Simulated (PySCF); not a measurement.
# Electron correlation in S⁺ (sulfur, charge +1)

[Ne] 3s2 3p3, high-spin 4S determinant. Computed with PySCF 2.14 in def2-SVP, with the non-relativistic Hamiltonian (point nucleus). Frozen: [Ne]; 5 electrons correlated.

MP2 pair energies summed by pair of shells (mhartree):

```csv
pair,energy,share (%)
3s-3p,-44.04,64.5
3p-3p,-16.25,23.8
3s-3s,-8.03,11.8
```

Total MP2 correlation energy: -68.32 mhartree.

Same-spin part -18.34 and opposite-spin part -49.98 mhartree; SCS-MP2 scales them by 1/3 and 6/5 to -66.09 mhartree.

```
  level  correlation energy (mhartree)
   CCSD                         -86.68
    (T)                          -0.95
CCSD(T)                         -87.63
```

Diagnostics: T1 = 0.0031, D1 = 0.0064, largest double amplitude 0.062.

Cost of the coupled-cluster step: 0.06 s of wall time on 1 thread of Neoverse-V2 (shared host), for 5 correlated electrons.
